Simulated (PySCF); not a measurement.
Compound: NbSCl3 (singlet state).
SMILES: `[S]=[Nb]([Cl])([Cl])[Cl]`

The closed-shell ground state was solved at several levels (PySCF, density fitting, gas phase). Isolated species at its PBE0-D3(BJ)/def2-SVP geometry, gas phase. Atoms past krypton carry effective core potentials; spin–orbit coupling is left out.

```json
{"level": "PBE0/pcSseg-1 (def2-TZVP on Nb)", "basis functions": "136", "total energy (Eh)": "-1835.3582", "HOMO (eV)": "-8.69", "LUMO (eV)": "-3.59", "gap (eV)": "5.10", "dipole (D)": "0.50"}
{"level": "wB97X-D/def2-SVPD", "basis functions": "142", "total energy (Eh)": "-1835.4763", "HOMO (eV)": "-10.42", "LUMO (eV)": "-1.89", "gap (eV)": "8.53", "dipole (D)": "0.49"}
```

Q: What might B3LYP/pcSseg-1 (def2-TZVP on Nb) (136 basis functions) give for the same quantities?

A: Total energy -1836.0513 Eh, HOMO -8.39 eV, LUMO -3.70 eV, gap 4.69 eV, dipole 0.49 D.

Q: Over all these levels, which gives the widest orbital gap and which the narrowest?

A: wB97X-D/def2-SVPD (range-separated hybrid) has the widest, 8.53 eV, and B3LYP/pcSseg-1 (def2-TZVP on Nb) (global hybrid, 20 % exact exchange) the narrowest, 4.69 eV. Functional and basis both differ between the two, so the spread mixes both effects.

Q: How far do the dipole and the HOMO energy spread over the levels?

A: The dipole runs from 0.49 to 0.50 D (mean 0.49 D) and the HOMO from -10.42 to -8.39 eV.

Note: wB97X-D ran without an empirical dispersion term, which enters the total energy and its gradient alone.
